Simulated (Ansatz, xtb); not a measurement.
**Relaxing a trial structure of BClH3NO2**

The starting geometry of this gas-phase singlet was built from a drawn formula by distance geometry and a force field; its bonds are those of `[O-][NH2+]OBCl`.

```yaml
atoms:
  - { symbol: B, position_ang: [-0.6254, 1.4711, 0.3350] }
  - { symbol: Cl, position_ang: [0.9157, 0.9994, 1.2701] }
  - { symbol: N, position_ang: [-0.3427, 1.9918, -1.8927] }
  - { symbol: O, position_ang: [-0.3339, 3.0197, -2.7845] }
  - { symbol: O, position_ang: [-0.6095, 2.5410, -0.6557] }
  - { symbol: H, position_ang: [-1.1359, 1.3500, -2.0987] }
  - { symbol: H, position_ang: [0.5976, 1.5370, -1.8866] }
  - { symbol: H, position_ang: [-1.6378, 0.9413, 0.6243] }
```

Q: Where would you expect an optimisation with r2SCAN-D4/def2-SVP to take it?

A: It loosens into BClHO + H2NO, which stay close as a complex. Distances that change by over a tenth: B1–O5 (1.46 → 1.31 Å), N3–O4 (1.36 → 1.21 Å). Contacts that open: N3–O5 (1.38 → 1.89 Å).

The energy falls by 2.29 eV over 20 steps:

```csv
step,E − E(last) (eV)
1,2.292
3,1.180
5,0.829
7,0.689
9,0.313
12,0.058
14,0.010
16,0.003
18,0.000
20,0.000
```

Final geometry (Å):

```yaml
atoms:
  - { symbol: B, position_ang: [-0.8251, 1.5142, 0.4554] }
  - { symbol: Cl, position_ang: [0.9031, 0.9134, 0.5298] }
  - { symbol: N, position_ang: [-0.1763, 2.0026, -2.1421] }
  - { symbol: O, position_ang: [-0.0099, 3.1062, -2.6116] }
  - { symbol: O, position_ang: [-1.3511, 1.9445, -0.6630] }
  - { symbol: H, position_ang: [-0.8374, 1.3442, -2.5980] }
  - { symbol: H, position_ang: [0.5671, 1.5566, -1.5523] }
  - { symbol: H, position_ang: [-1.4422, 1.4697, 1.4931] }
```

From the same start GFN2-xTB reaches the same bonding as this run.

No frequencies were run, so the end isn't proven a minimum. Run with Ansatz 0.2.0, 39 s on 1 thread of Intel(R) Xeon(R) 6975P-C (Granite Rapids), with other jobs on the host.
